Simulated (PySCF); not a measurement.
Structure with atom numbers: `[CH3:1][CH:2]([CH3:3])[O:4][SiH2:5][NH2:6]`. Hydrogens are named by the atom that carries them.

[PySCF 2.14: PBE0/pcSseg-1 with gauge-including orbitals; geometry: PBE0-D3(BJ)/def2-SVP; averaged over atoms made equivalent by symmetry, fast rotation or ring inversion; non-relativistic Hamiltonian; no solvent model; one computed conformer]

Shifts are taken against calculated references (same method and geometry level): TMS for 13C (184.41 ppm), 1H (31.27 ppm), 29Si (351.99 ppm); 17O (334.56 ppm) against H2O; NH3 for 15N (265.67 ppm).

```
      atoms  nucleus  count  Hirshfeld charge  δ (ppm)
        Si5     29Si      1              0.41    -28.0
      C1/C3      13C      2             -0.12     27.6
      H(N6)       1H      2              0.12        ?
     H(Si5)       1H      2             -0.09        ?
H(C1)/H(C3)       1H      6              0.04        ?
         O4      17O      1             -0.23    101.9
      H(C2)       1H      1              0.03     3.80
         C2      13C      1              0.05     68.8
         N6      15N      1             -0.32     32.3
```

Task: Estimate the values marked ?.

Result: 
- H(Si5): 4.66 ppm, hydrogen on a silicon bonded to N, O
- H(C1)/H(C3): 1.14 ppm, hydrogen on a methyl carbon
- H(N6): 0.97 ppm, hydrogen on a nitrogen bonded to Si; labile proton, position sensitive to the medium

The OH or NH signal is concentration- and solvent-dependent in practice; the value given is the gas-phase one. Shifts are as computed. Against solution values, carbons near 30 ppm lie about +2 ppm off and those near 130 ppm about +5 ppm. Of 1211 compounds with measured shifts, 218 miss one by over three times the rms of a fit or turn the order of signals round; such compounds aren't used in these exercises. Experimental scales use liquid or dissolved standards, which lie at an offset from isolated NH3 (liquid NH3: subtract about 20 ppm) and H2O (liquid H2O: subtract about 36 ppm).
